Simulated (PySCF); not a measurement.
Electric field gradients and quadrupole coupling constants

C7H11OP.
Cartesian coordinates in Å at the GFN2-xTB level; atoms count from 1:
```
atom  x, y, z in Å
C1     3.571    0.167   -0.824
C2     2.572    0.032    0.030
C3     2.393   -1.129    0.937
P4     0.970   -2.240    0.329
C5    -0.259   -1.166    0.276
C6    -1.358   -0.480    0.062
C7    -1.598    0.183   -1.268
O8    -2.269   -0.332    1.079
C9    -3.352    0.544    0.904
H10    3.651    1.018   -1.478
H11    4.357   -0.567   -0.896
H12    1.789    0.778    0.079
H13    3.295   -1.743    0.974
H14    2.137   -0.806    1.948
H15   -1.658    1.266   -1.162
H16   -2.528   -0.175   -1.709
H17   -0.777   -0.058   -1.938
H18   -3.917    0.495    1.834
H19   -3.024    1.576    0.741
H20   -4.001    0.238    0.077
```

Field gradients from the PBE0/pcSseg-1 density (PySCF, non-relativistic), principal values in atomic units, ordered |Vxx| ≤ |Vyy| ≤ |Vzz|:

```tsv
atom	Vxx	Vyy	Vzz
O8	-0.3401	-1.6610	2.0011
```

Find the asymmetry η = (Vxx − Vyy)/Vzz and the couplings χ = eQV/h (234.96 MHz × Q in barn × V in au), with Q(17O) = −0.0256 b.

| atom | environment | nucleus | η | χzz (MHz) | χxx (MHz) | χyy (MHz) |
| --- | --- | --- | --- | --- | --- | --- |
| O8 | ether oxygen | 17O | 0.66 | -12.04 | 2.05 | 9.99 |

What is Vzz at O8 in SI units (1 au = 9.71736 × 10²¹ V/m²)?

2.0011 au = 19.445 × 10²¹ V/m².

And the gradient at the other heavy atoms, for which no coupling is worked out here?

```tsv
atom	environment	Vzz (au)	η
C1	terminal =CH2 carbon	0.263	0.48
C2	alkene CH carbon	0.332	0.61
C3	sp3 carbon bound to phosphorus	0.097	0.66
P4	phosphorus bonded to 2 C	-1.063	0.17
C5	central carbon of cumulated double bonds	0.364	0.71
C6	outer carbon of cumulated double bonds	-0.319	0.32
C7	methyl carbon	0.105	0.50
C9	methoxy carbon	0.415	0.10
```

Were the hydrogens deuterons (Q(2H) = 0.00286 b), χzz would run from 196 kHz (H19 and H20) to 229 kHz (H10).

The structure is a single GFN2-xTB conformer in the gas phase; no vibrational or solvent corrections. GFN2-xTB bond lengths can be off by several hundredths of an ångström, more for odd bonds, and the gradients follow them. The basis is small and wasn't made for field gradients, so the couplings can be 20 % off.
